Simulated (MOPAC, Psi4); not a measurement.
Conformational energy of SMILES C=Cc1c(cccc1)C#N (C9H7N). Scanned: dihedral C1–C2–C3–C4; all other coordinates were relaxed at GFN2-xTB. Points at φ and −φ are mirror images. Heavy atoms are numbered in the order of the SMILES C=Cc1ccccc1C#N, hydrogens after them in the order of the atoms that carry them; the mirror image has the same energies with the sign of each dihedral reversed.

Levels of theory: PM7, restricted, heats of formation // GFN2-xTB (MOPAC); PBE-D3(BJ)/def2-SVP // GFN2-xTB (Psi4).

Energies relative to the lowest point of each profile, in kJ/mol:

```tsv
φ / °	PM7
-160	7.3
-140	2.6
-100	2.0
-80	1.6
-60	0.6
-40	0.0
0	2.8
40	0.0
60	0.6
100	2.0
120	1.9
160	7.3
```

Predict the corresponding PBE-D3(BJ)/def2-SVP column.

-160: 6.1; -140: 9.8; -100: 22.5; -80: 20.9; -60: 12.9; -40: 5.0; 0: 0.0; 40: 5.0; 60: 12.9; 100: 22.5; 120: 16.5; 160: 6.1 (kJ/mol).
